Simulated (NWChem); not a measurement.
Program: NWChem. System: HAl, charge 0, spin multiplicity 1, at a geometry optimised with B3LYP/def2-SVP. The structure started from a generated list of species. Level: G0W0@PBE/def2-SVP, RI basis def2-svp-rifit.

Job file:

```
start mol
memory heap 200 mb stack 700 mb global 1700 mb
geometry units angstroms nocenter noautoz
  Al     0.000000     0.000000     0.119015
  H      0.000000     0.000000    -1.547196
  symmetry group C2v
end
basis spherical
  * library def2-svp
end
basis "ri basis" bse spherical
  * library def2-svp-rifit
end
dft
  xc xpbe96 cpbe96
  iterations 100
  direct
  tolerances tight
end
task dft energy
gw
  states alpha occ 4 vir 2
end
task dft gw
```

Output (cleaned and shortened):

```
             Northwest Computational Chemistry Package (NWChem) 7.3.0
             --------------------------------------------------------

                                NWChem Input Module
                                -------------------

 Scaling coordinates for geometry "geometry" by  1.889725989
 (inverse scale =  0.529177249)

 Turning off AUTOSYM since
 SYMMETRY directive was detected!

                             Geometry "geometry" -> ""
                             -------------------------

 Output coordinates in angstroms (scale by  1.889725989 to convert to a.u.)

  No.       Tag          Charge          X              Y              Z
 ---- ---------------- ---------- -------------- -------------- --------------
    1 Al                  13.0000     0.00000000     0.00000000     0.11901500
    2 H                    1.0000     0.00000000     0.00000000    -1.54719600

 Effective nuclear repulsion energy (a.u.)       4.1287113319

            Nuclear Dipole moment (a.u.)
            ----------------------------
        X                 Y               Z
 ---------------- ---------------- ----------------
     0.0000000000     0.0000000000    -0.0000018897

      Symmetry information
      --------------------

 Group name             C2v
 Group number             16
 Group order               4
 No. of unique centers     2

      Symmetry unique atoms

     1    2


 Summary of "ao basis" -> "" (spherical)
 ------------------------------------------------------------------------------
       Tag                 Description            Shells   Functions and Types
 ---------------- ------------------------------  ------  ---------------------
 *                          def2-svp                  on all atoms

 new library libraries.bse/

 Summary of "ri basis" -> "" (spherical)
 ------------------------------------------------------------------------------
       Tag                 Description            Shells   Functions and Types
 ---------------- ------------------------------  ------  ---------------------
 *                       def2-svp-rifit               on all atoms
[...]
           0.000000000000           9.632000168465           0.000000000000
           0.000000000000           0.000000000000           0.000000000000

     Multipole analysis of the density
     ---------------------------------

     L   x y z        total         alpha         beta         nuclear
     -   - - -        -----         -----         ----         -------
     0   0 0 0     -0.000000     -7.000000     -7.000000     14.000000

     1   1 0 0     -0.000000     -0.000000     -0.000000      0.000000
     1   0 1 0     -0.000000     -0.000000     -0.000000      0.000000
     1   0 0 1     -0.030193     -0.015096     -0.015096     -0.000002

     2   2 0 0     -9.120126     -4.560063     -4.560063      0.000000
     2   1 1 0     -0.000000     -0.000000     -0.000000      0.000000
     2   1 0 1     -0.000000     -0.000000     -0.000000      0.000000
     2   0 2 0     -9.120126     -4.560063     -4.560063      0.000000
     2   0 1 1     -0.000000     -0.000000     -0.000000      0.000000
     2   0 0 2    -14.758693    -11.982368    -11.982368      9.206043

 Task  times  cpu:        0.5s     wall:        0.5s

                                NWChem Input Module
                                -------------------

                                 NWChem GW Module
                                 ----------------

                             ***********************
                             ***        GW       ***
                             ***********************

 Summary of "ri basis" -> "ri basis" (spherical)
 ------------------------------------------------------------------------------
       Tag                 Description            Shells   Functions and Types
 ---------------- ------------------------------  ------  ---------------------
 Al                      def2-svp-rifit             20       62   8s5p5d2f
 H                       def2-svp-rifit              6       14   3s2p1d

                 Memory Information
                 ------------------
          Available GA per process is          1700.0 MBs
          Available stack per process is        700.0 MBs
          Available heap per process is           0.0 MBs

          Peak memory in Initialization
              Peak GA per process is                  0.2 MBs
              Peak stack per process is               0.0 MBs
              Peak heap per process is                0.2 MBs
              Memory not in MA per process            0.0 MBs

          Peak memory in AFF Calculation
              Peak GA per process is                  0.3 MBs
              Peak stack per process is               0.1 MBs
              Peak heap per process is                0.0 MBs
              Memory not in MA per process            0.1 MBs

          Computing 2-center integrals
          Computing Inverse Cholesky factor
          Computing 3-center integrals
          Computing V_xc ...

          Computing Sigma_x
          Computing RPA polarizability
          Solving quasiparticle equations

                  Alpha Orbitals
          State     Energy (eV)     Error (eV)
          -----------------------------------
@GW         4        -75.927           0.004
@GW         5        -75.685           0.005
@GW         6        -11.364           0.004
@GW         7         -7.791           0.002
@GW         8          0.564           0.002
@GW         9          0.564           0.002

   Applying  -2.9449 eV scissor-shift to rest of particle states

   Applying   3.0872 eV scissor-shift to rest of hole states

     GW Timing Statistics
   ------------------------
   Init.   :          0.0s
     ERIs  :          0.0s
     Distr.:          0.0s
     Vxc   :          0.1s
   Sigma_x :          0.0s
   RPA     :          0.0s
   Wmn     :          0.0s
   Sigma_c :          0.0s
   GW total:          0.1s

 Task  times  cpu:        0.1s     wall:        0.1s

 Total times  cpu:        0.7s     wall:        0.7s
```
